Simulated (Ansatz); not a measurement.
Reaction (ligand exchange at a B–N bond): `B[N]1[CH2][AlH]1` + CH₃OH → `BOC` + `[CH2]1[NH][AlH]1`

Calculated with Ansatz (gas phase, PBE0-D4/def2-TZVP geometries, no zero-point term in ΔE). CBS: MP2 limit from def2 TZ/QZ plus the TZ coupled-cluster correction, frozen cores. This one scheme is used for every species.

```tsv
species	CCSD(T)/CBS(def2) energy (Eh)
`B[N]1[CH2][AlH]1`	-362.54602
CH₃OH	-115.61712
`BOC`	-141.04597
`[CH2]1[NH][AlH]1`	-337.12157
```

(1) Work out ΔE.

Largest T1 diagnostic among the species: 0.015.

Answers

(1) ΔE = (-141.04597) + (-337.12157) − (-362.54602) − (-115.61712) = -0.00440 Eh = -11.6 kJ/mol.

At CCSD(T), def2-SVP lies −8.7 kJ/mol from the extrapolated value and def2-TZVPP +0.4 kJ/mol. Leaving LDA and LC-ωPBE aside and taking each functional with its dispersion term where it has one, the values, not all of them listed here, spread over 6.3 kJ/mol, from CAM-B3LYP-D4 to revPBE-D4. LDA lies −3.8 kJ/mol from PBE without D4.
